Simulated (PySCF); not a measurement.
**Functional benchmark on one molecule**

Molecule: SMILES CCCCS[SiH](Cl)Cl, C₄H₁₀Cl₂SSi.

Geometry (Å), atoms numbered from 1 in this order:
```xyz
18

C    -1.6672    1.0121    0.0685
C    -0.5933    0.2402    0.8168
C     0.3149   -0.5571   -0.1067
C     1.4331   -1.3180    0.5854
S     2.5743   -0.3067    1.6142
Si    3.2573    1.0915    0.1853
Cl    4.8751    2.0153    1.0443
Cl    3.8082    0.1331   -1.5605
H    -2.3102    0.3407   -0.5229
H    -1.2208    1.7386   -0.6297
H    -2.3161    1.5718    0.7583
H    -1.0592   -0.4470    1.5449
H     0.0218    0.9336    1.4145
H     0.7429    0.1075   -0.8794
H    -0.2832   -1.2974   -0.6678
H     1.0280   -2.0490    1.3023
H     2.0464   -1.8692   -0.1419
H     2.2851    2.1411   -0.2018
```

Geometry PBE0-D3(BJ)/def2-SVP throughout; GIAO in PySCF 2.14, gas phase, one conformer, non-relativistic; equivalent atoms averaged; basis pcSseg-1.

Reference values (measured; solution; U. Herzog, Habilitationsschrift, TU Bergakademie Freiberg, 2002/2003): δ(Si6) = 2.4 ppm vs TMS. Computed shifts are taken against TMS, calculated as an isolated molecule at each level.

**Question.** How do the functionals BLYP, BP86, OPBE, KT2, KT3, B3LYP, PBE0, WP04, BHandHLYP, wB97X-D perform against the reference? Times are CPU seconds on shared hosts with different chips, so compare them loosely.

**Answer.** 
```
functional                    kind   Si6  abs. error Si  core-s
      BLYP                     GGA  30.2           27.8      78
      BP86                     GGA  31.1           28.7      78
      OPBE                     GGA  25.8           23.4      82
       KT2                     GGA  28.1           25.7      83
       KT3                     GGA  23.9           21.5      50
     B3LYP           global hybrid  30.1           27.7      35
      PBE0           global hybrid  29.7           27.3      62
      WP04           global hybrid  28.3           25.9      68
 BHandHLYP           global hybrid  27.2           24.8      65
   wB97X-D  range-separated hybrid  31.0           28.6      82
```

For ²⁹Si the closest is KT3 (21.5 ppm) and the furthest BP86 (28.7 ppm). One molecule is a small sample, and vibrational and solvent effects are absent from the calculation.
